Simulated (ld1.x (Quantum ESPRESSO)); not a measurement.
## Pseudopotential generation for Ta: TM, PBE, scalar-relativistic.

ld1.x (Quantum ESPRESSO) 7.5 was run on this input:

```
&input
   title='Ta', zed=73., rel=1, dft='PBE', iswitch=3,
   config='[Xe] 4f14 5d3 6s1 6p1',
   nld=3, rlderiv=3.25, eminld=-5.0, emaxld=5.0, deld=0.02
 /
 &inputp
   pseudotype=2, tm=.true., lloc=0,
   nlcc=.false.,
   file_pseudopw='Ta.UPF', file_wfcaegen='ae.wfc', file_wfcncgen='nc.wfc', file_beta='beta', file_chi='chi'
 /
3
5P  2  1   6.00   0.00  2.00  2.00  0.0
5D  3  2   3.00   0.00  2.50  2.50  0.0
6S  1  0   1.00   0.00  3.00  3.00  0.0
 &test
   configts(1)='5p6 5d3 6s1 6p1'
 /
```

Command:

```bash
ld1.x < Ta.in > Ta.out
```

Resulting log (shortened: banner, matrices, multipoles, cross overlaps and the repeated all-electron block are left out):

```
Program LD1 v.7.5
     --------------------------- All-electron run ----------------------------

     Ta
     scalar relativistic calculation

     atomic number is 73.00
     dft =PBE   lsd =0 sic =0 latt =0  beta=0.20 tr2=1.0E-14
     Exchange-correlation= PBE
                           (   1   4   3   4   0   0   0)
     mesh =1273 r(mesh) = 100.43799 a.u. xmin = -7.00 dx = 0.01250
     1 Ry =  13.60569312 eV, c = 137.03599908

     n l     nl                  e(Ry)          e(Ha)          e(eV)
     1 0     1S 1( 2.00)     -4951.8738     -2475.9369    -67373.6757
     2 0     2S 1( 2.00)      -850.8668      -425.4334    -11576.6320
     2 1     2P 1( 6.00)      -745.5883      -372.7942    -10144.2456
     3 0     3S 1( 2.00)      -195.0059       -97.5030     -2653.1910
     3 1     3P 1( 6.00)      -163.6983       -81.8492     -2227.2292
     4 0     4S 1( 2.00)       -39.8481       -19.9241      -542.1610
     4 1     4P 1( 6.00)       -29.5802       -14.7901      -402.4585
     3 2     3D 1(10.00)      -127.1928       -63.5964     -1730.5456
     5 0     5S 1( 2.00)        -5.4778        -2.7389       -74.5297
     5 1     5P 1( 6.00)        -3.0080        -1.5040       -40.9265
     4 2     4D 1(10.00)       -16.4429        -8.2215      -223.7173
     4 3     4F 1(14.00)        -1.9276        -0.9638       -26.2268
     5 2     5D 1( 3.00)        -0.3595        -0.1797        -4.8911
     6 0     6S 1( 1.00)        -0.4709        -0.2354        -6.4069
     6 1     6P 1( 1.00)        -0.1543        -0.0772        -2.0998

     final scf error:  5.8E-15 reached in  29 iterations

     Etot =  -31208.820510 Ry,  -15604.410255 Ha, -424617.634590 eV

     Ekin =   34295.915144 Ry,   17147.957572 Ha,  466619.696815 eV
     Encl =  -77075.271791 Ry,  -38537.635895 Ha,-1048662.495356 eV
     Eh   =   12200.607313 Ry,    6100.303656 Ha,  165997.719013 eV
     Exc  =    -630.071176 Ry,    -315.035588 Ha,   -8572.555061 eV

     normalization and overlap integrals

     s(1S/1S) =  1.000000  <r> =   0.0187  <r2> =    0.0005  r(max) =   0.0116
     s(2S/2S) =  1.000000  <r> =   0.0789  <r2> =    0.0074  r(max) =   0.0670
     s(2P/2P) =  1.000000  <r> =   0.0706  <r2> =    0.0061  r(max) =   0.0549
     s(3S/3S) =  1.000000  <r> =   0.2048  <r2> =    0.0479  r(max) =   0.1891
     s(3P/3P) =  1.000000  <r> =   0.2049  <r2> =    0.0487  r(max) =   0.1868
     s(4S/4S) =  1.000000  <r> =   0.4587  <r2> =    0.2376  r(max) =   0.4315
     s(4P/4P) =  1.000000  <r> =   0.4877  <r2> =    0.2706  r(max) =   0.4480
     s(3D/3D) =  1.000000  <r> =   0.1856  <r2> =    0.0404  r(max) =   0.1529
     s(5S/5S) =  1.000000  <r> =   1.1001  <r2> =    1.3609  r(max) =   0.9847
     s(5P/5P) =  1.000000  <r> =   1.2930  <r2> =    1.8990  r(max) =   1.1298
     s(4D/4D) =  1.000000  <r> =   0.5231  <r2> =    0.3173  r(max) =   0.4593
     s(4F/4F) =  1.000000  <r> =   0.6394  <r2> =    0.5208  r(max) =   0.4424
     s(5D/5D) =  1.000000  <r> =   2.1836  <r2> =    5.8395  r(max) =   1.5637
     s(6S/6S) =  1.000000  <r> =   3.2301  <r2> =   11.8838  r(max) =   2.7443
     s(6P/6P) =  1.000000  <r> =   4.6928  <r2> =   25.6012  r(max) =   3.7511

     ------------------------ End of All-electron run ------------------------

     --------------------- Generating NC pseudopotential ---------------------

      Generating local pot.: lloc=0, matching radius rcloc =   3.0000

      Wfc   5P  rcut= 1.983  Using Troullier-Martins method

      Wfc   5D  rcut= 2.483  Using Troullier-Martins method

     ------------------- End of pseudopotential generation -------------------

     Computing logarithmic derivative in   3.24888

       Warning: n=2, l=1 expected 0 nodes, found 1
       Setting wfc to zero for this iteration
       (This warning will only be printed once per wavefunction)

     Message from routine run_pseudo:
     Warning: convergence not achieved
     Computing logarithmic derivative in   3.24888
     Computing the partial wave expansion
       no projector for channel:   0
     R is outside the sphere for l=    1 j= 0.00
     R is outside the sphere for l=    2 j= 0.00

     ---------------------- Testing the pseudopotential ----------------------

     Ta
     scalar relativistic calculation

     atomic number is 73.00   valence charge is 11.00
     dft =PBE   lsd =0 sic =0 latt =0  beta=0.20 tr2=1.0E-14
     mesh =1273 r(mesh) = 100.43799 xmin = -7.00 dx = 0.01250

     n l     nl             e AE (Ry)        e PS (Ry)    De AE-PS (Ry)
     2 1     5P   1( 6.00)       -3.00804       -3.00804        0.00000
     3 2     5D   1( 3.00)       -0.35949       -0.35949        0.00000
     1 0     6S   1( 1.00)       -0.47090       -0.47090        0.00000
     3 1     6P   1( 1.00)       -0.15433       -0.12250       -0.03183  !

     eps = 4.1E-11  iter =201

     Etot =  -31208.820510 Ry,  -15604.410255 Ha, -424617.634590 eV
     Etotps =   -75.078850 Ry,     -37.539425 Ha,   -1021.499795 eV

     Ekin =      29.503943 Ry,      14.751971 Ha,     401.421594 eV
     Encl =    -101.703291 Ry,     -50.851645 Ha,   -1383.743767 eV
     Ehrt =      58.186748 Ry,      29.093374 Ha,     791.671043 eV
     Ecxc =      -9.515840 Ry,      -4.757920 Ha,    -129.469602 eV
     Epseu=     -51.550410 Ry,     -25.775205 Ha,    -701.379064 eV

     ---------------------- End of pseudopotential test ----------------------
```

Generation and configuration tests took about 2.9 s on one core of a shared server CPU.

Transferability test of the new file with ld1.x, input:

```
&input
   title='Ta', zed=73., rel=1, dft='PBE', iswitch=2,
   config='[Xe] 4f14 5d3 6s1 6p1'
 /
 &test
   file_pseudo='Ta.UPF', nconf=8,
   configts(1)='5p6 5d3 6s1 6p1',
   configts(2)='5p6 5d3 6s2 6p0',
   configts(3)='5p6 5d3 6s1 6p0',
   configts(4)='5p6 5d3 6s0 6p0',
   configts(5)='5p6 5d4 6s1 6p0',
   configts(6)='5p6 5d3 6s0 6p2',
   configts(7)='5p6 5d2 6s2 6p1',
   configts(8)='5p6 5d4 6s0 6p0'
 /
```

```bash
ld1.x < Ta.test.in > Ta.test.out
```

Pseudopotential blocks of its output, shortened (energy terms left out; the distinct warnings before each block abridged to one line each):

```
     Warning: convergence not achieved
     Warning: n=2, l=1 expected 0 nodes, found 1
     ---------------------- Testing the pseudopotential ----------------------

     n l     nl             e AE (Ry)        e PS (Ry)    De AE-PS (Ry)
     2 1     5P   1( 6.00)       -3.00804       -3.00804        0.00000
     3 2     5D   1( 3.00)       -0.35949       -0.35949        0.00000
     1 0     6S   1( 1.00)       -0.47090       -0.47090        0.00000
     3 1     6P   1( 1.00)       -0.15433       -0.12250       -0.03183  !

     eps = 1.2E-11  iter =201

     Etot =  -31208.820510 Ry,  -15604.410255 Ha, -424617.634589 eV
     Etotps =   -75.078850 Ry,     -37.539425 Ha,   -1021.499795 eV

     ---------------------- End of pseudopotential test ----------------------

          Warning: convergence not achieved
     ---------------------- Testing the pseudopotential ----------------------

     n l     nl             e AE (Ry)        e PS (Ry)    De AE-PS (Ry)
     2 1     5P   1( 6.00)       -2.89574       -2.86695       -0.02879  !
     3 2     5D   1( 3.00)       -0.26390       -0.23615       -0.02775  !
     1 0     6S   1( 2.00)       -0.40000       -0.37781       -0.02219  !
     3 1     6P   1( 0.00)       -0.10225       -0.06118       -0.04107  !

     eps = 5.6E-13  iter =201

     Etot =  -31209.127623 Ry,  -15604.563811 Ha, -424621.813070 eV
     Etotps =   -75.411276 Ry,     -37.705638 Ha,   -1026.022679 eV
     dEtot_ae =      -0.307113 Ry
     dEtot_ps =      -0.332426 Ry,   Delta E=       0.025313 Ry

     ---------------------- End of pseudopotential test ----------------------

          Warning: convergence not achieved
     ---------------------- Testing the pseudopotential ----------------------

     n l     nl             e AE (Ry)        e PS (Ry)    De AE-PS (Ry)
     2 1     5P   1( 6.00)       -3.42663       -3.38594       -0.04068  !
     3 2     5D   1( 3.00)       -0.77071       -0.73550       -0.03520  !
     1 0     6S   1( 1.00)       -0.85403       -0.82726       -0.02676  !
     3 1     6P   1( 0.00)       -0.48603       -0.41679       -0.06925  !

     eps = 5.6E-11  iter =201

     Etot =  -31208.505287 Ry,  -15604.252643 Ha, -424613.345757 eV
     Etotps =   -74.813247 Ry,     -37.406623 Ha,   -1017.886079 eV
     dEtot_ae =       0.315223 Ry
     dEtot_ps =       0.265603 Ry,   Delta E=       0.049620 Ry

     ---------------------- End of pseudopotential test ----------------------

          ---------------------- Testing the pseudopotential ----------------------

     n l     nl             e AE (Ry)        e PS (Ry)    De AE-PS (Ry)
     2 1     5P   1( 6.00)       -4.03906       -3.98885       -0.05021  !
     3 2     5D   1( 3.00)       -1.34589       -1.30427       -0.04162  !
     1 0     6S   1( 0.00)       -1.35483       -1.32361       -0.03121  !
     3 1     6P   1( 0.00)       -0.92183       -0.82197       -0.09986  !

     eps = 1.4E-15  iter =  7

     Etot =  -31207.404855 Ry,  -15603.702428 Ha, -424598.373628 eV
     Etotps =   -73.741443 Ry,     -36.870722 Ha,   -1003.303444 eV
     dEtot_ae =       1.415655 Ry
     dEtot_ps =       1.337407 Ry,   Delta E=       0.078247 Ry

     ---------------------- End of pseudopotential test ----------------------

          Warning: convergence not achieved
     ---------------------- Testing the pseudopotential ----------------------

     n l     nl             e AE (Ry)        e PS (Ry)    De AE-PS (Ry)
     2 1     5P   1( 6.00)       -2.78132       -2.74557       -0.03575  !
     3 2     5D   1( 4.00)       -0.19436       -0.16840       -0.02596  !
     1 0     6S   1( 1.00)       -0.36482       -0.34649       -0.01833  !
     3 1     6P   1( 0.00)       -0.08930       -0.05546       -0.03383  !

     eps = 5.5E-11  iter =201

     Etot =  -31208.973730 Ry,  -15604.486865 Ha, -424619.719258 eV
     Etotps =   -75.250353 Ry,     -37.625176 Ha,   -1023.833208 eV
     dEtot_ae =      -0.153220 Ry
     dEtot_ps =      -0.171503 Ry,   Delta E=       0.018282 Ry

     ---------------------- End of pseudopotential test ----------------------

          ---------------------- Testing the pseudopotential ----------------------

     n l     nl             e AE (Ry)        e PS (Ry)    De AE-PS (Ry)
     2 1     5P   1( 6.00)       -3.11085       -3.13974        0.02888  !
     3 2     5D   1( 3.00)       -0.44460       -0.46994        0.02533  !
     1 0     6S   1( 0.00)       -0.53050       -0.54774        0.01724  !
     3 1     6P   1( 2.00)       -0.19814       -0.17215       -0.02599  !

     eps = 2.4E-16  iter = 14

     Etot =  -31208.495905 Ry,  -15604.247952 Ha, -424613.218109 eV
     Etotps =   -74.716589 Ry,     -37.358295 Ha,   -1016.570985 eV
     dEtot_ae =       0.324605 Ry
     dEtot_ps =       0.362261 Ry,   Delta E=      -0.037656 Ry

     ---------------------- End of pseudopotential test ----------------------

          Warning: convergence not achieved
     ---------------------- Testing the pseudopotential ----------------------

     n l     nl             e AE (Ry)        e PS (Ry)    De AE-PS (Ry)
     2 1     5P   1( 6.00)       -3.15435       -3.17285        0.01850  !
     3 2     5D   1( 2.00)       -0.45271       -0.45898        0.00627  !
     1 0     6S   1( 2.00)       -0.51556       -0.51626        0.00069
     3 1     6P   1( 1.00)       -0.17252       -0.13356       -0.03896  !

     eps = 9.2E-14  iter =201

     Etot =  -31208.908170 Ry,  -15604.454085 Ha, -424618.827270 eV
     Etotps =   -75.164095 Ry,     -37.582047 Ha,   -1022.659605 eV
     dEtot_ae =      -0.087660 Ry
     dEtot_ps =      -0.085244 Ry,   Delta E=      -0.002416 Ry

     ---------------------- End of pseudopotential test ----------------------

          ---------------------- Testing the pseudopotential ----------------------

     n l     nl             e AE (Ry)        e PS (Ry)    De AE-PS (Ry)
     2 1     5P   1( 6.00)       -3.27310       -3.22161       -0.05149  !
     3 2     5D   1( 4.00)       -0.66651       -0.63103       -0.03548  !
     1 0     6S   1( 0.00)       -0.79322       -0.76943       -0.02379  !
     3 1     6P   1( 0.00)       -0.44841       -0.38880       -0.05961  !

     eps = 8.8E-15  iter = 10

     Etot =  -31208.399888 Ry,  -15604.199944 Ha, -424611.911735 eV
     Etotps =   -74.697367 Ry,     -37.348684 Ha,   -1016.309456 eV
     dEtot_ae =       0.420622 Ry
     dEtot_ps =       0.381483 Ry,   Delta E=       0.039139 Ry

     ---------------------- End of pseudopotential test ----------------------
```
